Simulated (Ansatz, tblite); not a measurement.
Removing an electron: B(AsH3)H3 (BAsH₆). Charge 0, multiplicity 1. Geometry: B3LYP-D4/def2-TZVP. Ansatz, gas phase; energy differences of separate SCF runs; the oxidised species was run as a doublet alone.

```xyz
8

B    -0.750   -0.536   -0.811
As    0.530    0.378    0.572
H     1.112   -0.452    1.691
H     0.012    1.531    1.397
H     1.807    1.014    0.079
H    -1.639   -0.933   -0.106
H    -0.043   -1.382   -1.287
H    -1.029    0.380   -1.537
```

The xTB rows come from tblite. Correlated methods freeze 10 core orbitals; core or outer-core shells of As are correlated, in sets that lack core-valence functions.

(1) Estimate orbital energies and vertical ionisation energies at: GFN1-xTB; GFN2-xTB; HF/def2-TZVPP; PBE-D4/def2-TZVP; r2SCAN-D4/def2-TZVP; PBE0-D4/def2-TZVP; MP2/def2-TZVPP; CCSD/def2-TZVPP; CCSD(T)/def2-TZVPP.

## Answers

(1) 
```
              level  −HOMO (eV)  vertical IE (eV)  −LUMO (eV)  HOMO–LUMO gap (eV)
           GFN1-xTB       11.92             15.30        5.28                6.65
           GFN2-xTB       10.88             14.08        4.36                6.51
      HF/def2-TZVPP           –             10.27           –                   –
   PBE-D4/def2-TZVP        7.33             10.73        0.79                6.54
r2SCAN-D4/def2-TZVP        7.64             10.81        0.25                7.39
  PBE0-D4/def2-TZVP        8.67             10.95       -0.09                8.76
     MP2/def2-TZVPP           –             11.22           –                   –
    CCSD/def2-TZVPP           –             11.12           –                   –
 CCSD(T)/def2-TZVPP           –             11.15           –                   –
```

Relaxing the oxidised species (B3LYP-D4/def2-TZVP) changes its energy by -1.32 eV at PBE-D4/def2-TZVP, so the adiabatic ionisation energy to this nearest minimum is 9.41 eV. At PBE0-D4/def2-TZVP it is 9.42 eV.   Raw xTB energy differences between charge states are shifted by several eV; the methods need an empirical correction for them.
